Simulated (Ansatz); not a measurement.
Z-matrix (Å, degrees):
```
C
C 1 1.5413
H 2 1.1010 1 111.34
C 2 1.5353 3 112.62 1 105.61
H 4 1.0999 2 115.79 3 65.61
C 4 1.5319 5 113.95 2 115.27
H 6 1.1004 4 112.02 5 77.38
H 6 1.1006 7 107.27 4 122.01
C 4 1.5344 5 114.16 6 125.78
H 9 1.0992 4 110.47 5 42.26
H 9 1.1006 10 107.69 4 121.81
C 1 1.5433 2 102.35 3 169.33
H 12 1.1001 1 111.04 2 86.60
H 12 1.1003 13 106.88 1 -121.04
B 1 1.5531 2 120.28 3 -53.21
H 15 1.2104 1 120.04 2 24.65
H 15 1.2111 16 118.94 1 -174.13
C 6 1.5550 7 112.29 8 122.01
H 18 1.0995 6 113.07 7 2.90
H 18 1.1027 19 107.16 1 -122.28
S 2 1.8198 3 108.50 1 -123.06
H 21 1.3500 2 96.46 3 -58.36
```
Charge 0, spin multiplicity 1.

Computed with frozen-core CCSD(T)/cc-pVDZ // PBE0-D3(BJ)/def2-SVP in Ansatz (an electronic-structure program).

The HF energy is -694.85071 Ha and the MP2 correlation energy is -1.20231 Ha.

Q: Estimate the CCSD correlation energy, the (T) correction, the total energy and the T1 diagnostic.

A: 
```json
{
 "CCSD correlation energy": "-1.29623 Ha",
 "(T) correction": "-0.04587 Ha",
 "CCSD(T) total energy": "-696.19281 Ha",
 "T1 diagnostic": "0.009"
}
```
